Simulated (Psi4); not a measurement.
C2H3N, charge -1, doublet, at a GFN2-xTB geometry (a state made from the parent by changing its charge; the spin is typed, not shown lowest) (a gas-phase anion, which may not be bound at this level); CISD/cc-pVDZ (Psi4).

The Psi4 input:
```
memory 2 GB

molecule mol {
-1 2
  C    -1.147625    0.026037    0.004950
  C     0.343317   -0.399718    0.114960
  N     1.350316    0.271561   -0.095606
  H    -1.659479   -0.620894   -0.721031
  H    -1.640714   -0.116531    0.976598
  H    -1.326173    1.078584   -0.305786
}

set basis cc-pvdz
set reference uhf

energy('cisd')
print_variables()
```

What the program printed (banner, timings and long lists left out):

```
Traceback (most recent call last):
  File "psi4", line 375, in <module>
  File "<string>", line 27, in <module>
  File "site-packages/psi4/driver/driver.py", line 461, in energy
  File "site-packages/psi4/driver/task_planner.py", line 255, in task_planner
  File "site-packages/psi4/driver/driver_util.py", line 222, in negotiate_derivative_type
  File "site-packages/psi4/driver/driver_util.py", line 355, in highest_analytic_derivative_available

psi4.driver.p4util.exceptions.MissingMethodError: Method=cisd is not available for any derivative level under conditions CI_TYPE=CONV, REFERENCE=UHF, FREEZE_CORE=FALSE, QC_MODULE=(auto). See https://psicode.org/psi4manual/master/introduction.html#ss-cisd. Or did you mean? ccd ccsd cisdt cisdtq qcisd lccsd ci2 ci3 ci4 ci5 ci6 ci7 ci8 ci9 ci10 ci11 ci12 ci13 ci14 ci15 ci16 ci17 ci18 ci19 ci20 ci21 ci22 ci23 ci24 ci25 ci26 ci27 ci28 ci29 ci30 ci31 ci32 ci33 ci34 ci35 ci36 ci37 ci38 ci39 ci40 ci41 ci42 ci43 ci44 ci45 ci46 ci47 ci48 ci49 ci50 ci51 ci52 ci53 ci54 ci55 ci56 ci57 ci58 ci59 ci60 ci61 ci62 ci63 ci64 ci65 ci66 ci67 ci68 ci69 ci70 ci71 ci72 ci73 ci74 ci75 ci76 ci77 ci78 ci79 ci80 ci81 ci82 ci83 ci84 ci85 ci86 ci87 ci88 ci89 ci90 ci91 ci92 ci93 ci94 ci95 ci96 ci97 ci98

Printing out the relevant lines from the Psithon --> Python processed input file:
      H    -1.326173    1.078584   -0.305786
    ""","mol")
    core.IO.set_default_namespace("mol")
    core.set_global_option("BASIS", "cc-pvdz")
    core.set_global_option("REFERENCE", "uhf")
--> energy('cisd')
    print_variables()

!----------------------------------------------------------------------------------!
!                                                                                  !
!  Method=cisd is not available for any derivative level under conditions          !
!     CI_TYPE=CONV, REFERENCE=UHF, FREEZE_CORE=FALSE, QC_MODULE=(auto). See        !
!     https://psicode.org/psi4manual/master/introduction.html#ss-cisd. Or did you  !
!     mean? ccd ccsd cisdt cisdtq qcisd lccsd ci2 ci3 ci4 ci5 ci6 ci7 ci8 ci9 ci10 !
!     ci11 ci12 ci13 ci14 ci15 ci16 ci17 ci18 ci19 ci20 ci21 ci22 ci23 ci24 ci25   !
!     ci26 ci27 ci28 ci29 ci30 ci31 ci32 ci33 ci34 ci35 ci36 ci37 ci38 ci39 ci40   !
!     ci41 ci42 ci43 ci44 ci45 ci46 ci47 ci48 ci49 ci50 ci51 ci52 ci53 ci54 ci55   !
!     ci56 ci57 ci58 ci59 ci60 ci61 ci62 ci63 ci64 ci65 ci66 ci67 ci68 ci69 ci70   !
!     ci71 ci72 ci73 ci74 ci75 ci76 ci77 ci78 ci79 ci80 ci81 ci82 ci83 ci84 ci85   !
!     ci86 ci87 ci88 ci89 ci90 ci91 ci92 ci93 ci94 ci95 ci96 ci97 ci98             !
!                                                                                  !
!----------------------------------------------------------------------------------!
```

The program refused the input.
